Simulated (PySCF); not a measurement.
F2Ge, charge -1, doublet, geometry from GFN2-xTB (a state made from the parent by changing its charge; the spin is typed, not shown lowest) (a gas-phase anion, which may not be bound at this level); R2SCAN/6-31G* in PySCF.

Input for PySCF:
```python
from pyscf import gto, scf, dft

mol = gto.Mole()
mol.atom = '''
    Ge    0.01273408   -0.00945855    0.40380931
    F     0.85130033    1.56847282   -0.70909783
    F    -0.89657706   -1.53484242   -0.72666861
'''
mol.basis = '6-31g*'
mol.charge = -1
mol.spin = 1
mol.verbose = 4
mol.build()

mf = dft.ROKS(mol)
mf.xc = 'r2scan'
mf.kernel()
```

The log (banner, timings and long lists left out):

```
PySCF version 2.14.0

[INPUT] verbose = 4
[INPUT] num. atoms = 3
[INPUT] num. electrons = 51
[INPUT] charge = -1
[INPUT] spin (= nelec alpha-beta = 2S) = 1
[INPUT] symmetry False subgroup None
[INPUT] Mole.unit = angstrom
[INPUT] Symbol           X                Y                Z      unit          X                Y                Z       unit  Magmom
[INPUT]  1 Ge     0.012734080000  -0.009458550000   0.403809310000 AA    0.024063923648  -0.017874069036   0.763089002450 Bohr   0.0
[INPUT]  2 F      0.851300330000   1.568472820000  -0.709097830000 AA    1.608724473452   2.963984063624  -1.340000694223 Bohr   0.0
[INPUT]  3 F     -0.896577060000  -1.534842420000  -0.726668610000 AA   -1.694285092968  -2.900431818165  -1.373204656218 Bohr   0.0

nuclear repulsion = 156.825620326535
number of shells = 24
number of NR pGTOs = 149
number of NR cGTOs = 60
basis = 6-31g*
ecp = {}

******** <class 'pyscf.dft.roks.ROKS'> ********
method = ROKS
initial guess = minao
damping factor = 0
level_shift factor = 0
DIIS = <class 'pyscf.scf.diis.CDIIS'>
diis_start_cycle = 1
diis_space = 8
diis_damp = 0
SCF conv_tol = 1e-09
SCF conv_tol_grad = None
SCF max_cycles = 50
direct_scf = True
direct_scf_tol = 1e-13
num. doubly occ = 25  num. singly occ = 1
XC library pyscf.dft.libxc version 7.1.2
    S. Lehtola, C. Steigemann, M. J. T. Oliveira, and M. A. L. Marques,  SoftwareX 7, 1–5 (2018)
XC functionals = r2scan
    J. W. Furness, A. D. Kaplan, J. Ning, J. P. Perdew, and J. Sun,  J. Phys. Chem. Lett. 11, 8208–8215 (2020)
    J. W. Furness, A. D. Kaplan, J. Ning, J. P. Perdew, and J. Sun,  J. Phys. Chem. Lett. 11, 9248–9248 (2020)
    J. W. Furness, A. D. Kaplan, J. Ning, J. P. Perdew, and J. Sun,  J. Phys. Chem. Lett. 11, 8208–8215 (2020)
    J. W. Furness, A. D. Kaplan, J. Ning, J. P. Perdew, and J. Sun,  J. Phys. Chem. Lett. 11, 9248–9248 (2020)
radial grids:
    Treutler-Ahlrichs [JCP 102, 346 (1995); DOI:10.1063/1.469408] (M4) radial grids

becke partition: Becke, JCP 88, 2547 (1988); DOI:10.1063/1.454033
pruning grids: <function nwchem_prune>
grids dens level: 3
symmetrized grids: False
atomic radii adjust function: <function treutler_atomic_radii_adjust>
small_rho_cutoff = 0
Set gradient conv threshold to 3.16228e-05
tot grids = 49168
init E= -2275.42993651871
  HOMO = -0.128020019380692  LUMO = -0.0918295878360795  gap/eV = 0.98479
cycle= 1 E= -2276.09261654825  delta_E= -0.663  |g|= 1.17  |ddm|= 1.06
  HOMO = 0.210127512762615  LUMO = 0.257111276537848  gap/eV = 1.27849
cycle= 2 E= -2273.03407596623  delta_E= 3.06  |g|= 3.63  |ddm|= 2.32

WARN: HOMO 0.173930056563423 >= LUMO 0.128565937602364

cycle= 3 E= -2276.2405726241  delta_E= -3.21  |g|= 0.325  |ddm|= 2.33
  HOMO = 0.0784427686979359  LUMO = 0.147955352725928  gap/eV = 1.89153
cycle= 4 E= -2276.31785079344  delta_E= -0.0773  |g|= 0.282  |ddm|= 1.35
  HOMO = 0.0894605931375119  LUMO = 0.146514224662898  gap/eV = 1.55251
cycle= 5 E= -2276.33941548782  delta_E= -0.0216  |g|= 0.0867  |ddm|= 0.16
  HOMO = 0.0972866906795415  LUMO = 0.150159255399966  gap/eV = 1.43874
cycle= 6 E= -2276.34144852905  delta_E= -0.00203  |g|= 0.0283  |ddm|= 0.0637
  HOMO = 0.09671490710083  LUMO = 0.148877497128721  gap/eV = 1.41942
cycle= 7 E= -2276.34160369603  delta_E= -0.000155  |g|= 0.00661  |ddm|= 0.0146
  HOMO = 0.0968772189505129  LUMO = 0.148742438317002  gap/eV = 1.41132
cycle= 8 E= -2276.34161414142  delta_E= -1.04e-05  |g|= 0.00426  |ddm|= 0.00751
  HOMO = 0.0969065663691753  LUMO = 0.148775584471858  gap/eV = 1.41143
cycle= 9 E= -2276.34161771014  delta_E= -3.57e-06  |g|= 0.000991  |ddm|= 0.00258
  HOMO = 0.0968879100749911  LUMO = 0.148822954514297  gap/eV = 1.41322
cycle= 10 E= -2276.34161805579  delta_E= -3.46e-07  |g|= 0.000169  |ddm|= 0.00111
  HOMO = 0.0968814652876135  LUMO = 0.148805030005843  gap/eV = 1.41291
cycle= 11 E= -2276.34161806322  delta_E= -7.43e-09  |g|= 5.03e-05  |ddm|= 0.000172
  HOMO = 0.096880312385772  LUMO = 0.148805760837963  gap/eV = 1.41296
cycle= 12 E= -2276.34161806383  delta_E= -6.13e-10  |g|= 1.27e-06  |ddm|= 3.33e-05
  HOMO = 0.0968801057885629  LUMO = 0.148805726637799  gap/eV = 1.41297
Extra cycle  E= -2276.34161806384  delta_E= -5e-12  |g|= 1.22e-06  |ddm|= 2.37e-06
converged SCF energy = -2276.34161806384
```
